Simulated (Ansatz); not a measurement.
Abridged output of a molecular run in Ansatz:

```
Functional definition: HF
1137 factors; integrals over basis functions are off by at most 8.6e-4 eV
mean field evaluation 1: about -14074.0374 eV, gradient 4.6e1 eV
mean field evaluation 2: about -14074.2446 eV, gradient 4.6e1 eV
mean field evaluation 4: about -14078.0220 eV, gradient 3.0e0 eV
mean field evaluation 8: about -14078.0776 eV, gradient 2.7e-1 eV
mean field -14078.07798885 eV, -517.3598236261 hartree, gradient 3.4e-6 eV, S^2 0.000000; 0 other end points of the search recorded, 0 dependent functions left out
9 core orbitals not correlated: weight in the atoms' cores, before any rotation towards them, 1.000 or more for the frozen orbitals, at most 0.000 for the correlated occupied ones
reference -14078.07798885 eV, -517.3598236261 hartree; 13, 13 occupied and 158, 158 virtual orbitals, 1137 factors
second order -23.54252102 eV of doubles, -0.00000000 eV of singles
cycle   1  -23.08774254 eV  change    4.5e-1 eV  update   1.1e-1
cycle   2  -23.62179973 eV  change   -5.3e-1 eV  update   3.4e-2
cycle   3  -23.75535190 eV  change   -1.3e-1 eV  update   1.7e-2
cycle   4  -23.74561011 eV  change    9.7e-3 eV  update   4.7e-3
cycle   5  -23.74399958 eV  change    1.6e-3 eV  update   2.0e-3
cycle   6  -23.74609455 eV  change   -2.1e-3 eV  update   5.9e-4
cycle   7  -23.74628279 eV  change   -1.9e-4 eV  update   2.2e-4
cycle   8  -23.74618729 eV  change    9.6e-5 eV  update   7.0e-5
cycle   9  -23.74620775 eV  change   -2.0e-5 eV  update   2.9e-5
perturbative correction -0.90132304 eV, -0.0331230107 hartree
Total energy: -14102.72551963 eV, -518.2656036759 hartree
```

Its atoms:

Cartesian coordinates in Å:
```
C 0.882 -1.473 -0.681
C 0.305 -0.509 -0.236
Al -0.591 0.987 0.456
F -2.223 1.027 0.543
F 0.236 2.292 0.991
H 1.391 -2.324 -1.074
```

Q: Which basis set was used?
A. cc-pV(Q+d)Z
B. def2-TZVPPD
C. def2-SVP
D. def2-TZVPP

A: D. It gives 180 functions.

Q: Write the keys of the input that set method, charge and spin (a neutral closed shell needs none for the last two).

A: 
```yaml
correlation: {method: ccsd_t}
```
